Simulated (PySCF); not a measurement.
# Reading the logs of faulty runs: Al2H3N2 cation

All numbers below are calculated, not measured. They come from PySCF 2.14.0, an open-source quantum chemistry program, on an isolated molecule that a program drew, which may never have been made. The molecule is Al2H3N2 cation (charge +1, singlet), drawn as the SMILES string `[NH2][Al]=[N][AlH+]`.

Each row is a Hartree-Fock (HF) and frozen-core CCSD(T) single point in the cc-pV(D+d)Z basis, meant for a local HF minimum. Run 1 is clean. Each other run has one planted mistake out of seven kinds, and not every kind appears here: one electron removed, one electron added, multiplicity raised by two, geometry at a saddle point, minimal basis STO-3G, one bond length entered in bohr, all coordinates scaled. The reference is restricted for singlets and unrestricted otherwise, and also for a bond in bohr. Adding or removing an electron swaps singlet and doublet. Electrons count all cores. HOMO and LUMO are orbital energies over both spins, the gradient is its largest component, and the lowest frequency (negative if imaginary) is given only where the gradient is small. Bond lengths are over the 6 bonds as drawn. T1 is the CCSD diagnostic: over 0.02 (restricted) or 0.045 (unrestricted) a single reference is doubtful.

Geometry of the clean run:
```xyz
7
Al2H3N2 cation, angstrom
N    -1.1371    2.3831   -1.2526
Al   -1.7399    1.2748   -0.0823
N    -2.3224    0.2019    1.0504
Al   -2.9014   -0.8621    2.1808
H    -0.2030    2.3817   -1.6238
H    -1.6659    3.1297   -1.6690
H    -3.4401   -1.8521    3.2328
```

| run | electrons | basis functions | <S^2> | HOMO (eV) | LUMO (eV) | gradient (hartree/bohr) | lowest frequency (cm^-1) | mean bond (Å) | longest bond (Å) | T1 | HF (hartree) | CCSD(T) (hartree) | mistake |
|---|---|---|---|---|---|---|---|---|---|---|---|---|---|
| 1 | 42 | 89 | 0.000 | -14.97 | -2.99 | 2.2e-05 | 82 | 1.4325 | 1.721 | 0.0177 | -594.30939 | -594.77940 | no fault |
| 2 | 42 | 89 | 0.705 | -14.94 | -3.84 | 3.0e-02 | - | 1.5816 | 1.899 | 0.0692 | -594.15810 | -594.62876 | one bond length entered in bohr |
| 3 | 42 | 31 | 0.000 | -11.04 | 2.72 | 2.6e-02 | - | 1.4325 | 1.721 | 0.0276 | -587.13290 | -587.34385 | minimal basis STO-3G |
| 4 | 43 | 89 | 0.783 | -3.89 | 1.53 | 2.4e-02 | - | 1.4325 | 1.721 | 0.0297 | -594.43386 | -594.93559 | ? |
| 5 | 42 | 89 | 2.024 | -10.02 | -5.31 | 7.5e-02 | - | 1.4325 | 1.721 | 0.0503 | -594.16160 | -594.61341 | ? |

**Which mistake was planted in run 4, and what did it cost?**

It counts 43 electrons, one more than the clean run, at the same geometry and basis. So the mistake is: one electron added. Subtracting run 1 and multiplying by 627.51 kcal/mol a hartree, the energy moved by -78.1 kcal/mol in HF and -98.0 kcal/mol in CCSD(T).

**Which mistake was planted in run 5, and what did it cost?**

Electrons, basis and geometry are unchanged, and <S^2> is 2.024, beside S(S+1) = 2.00 for a multiplicity of 3. So the mistake is: multiplicity raised by two. Subtracting run 1 and multiplying by 627.51 kcal/mol a hartree, the energy moved by 92.7 kcal/mol in HF and 104.2 kcal/mol in CCSD(T).

Cautions from the logs. Run 2: T1 is over the limit, so its CCSD(T) energy is less reliable; run 3: T1 is over the limit, so its CCSD(T) energy is less reliable; run 5: T1 is over the limit, so its CCSD(T) energy is less reliable.
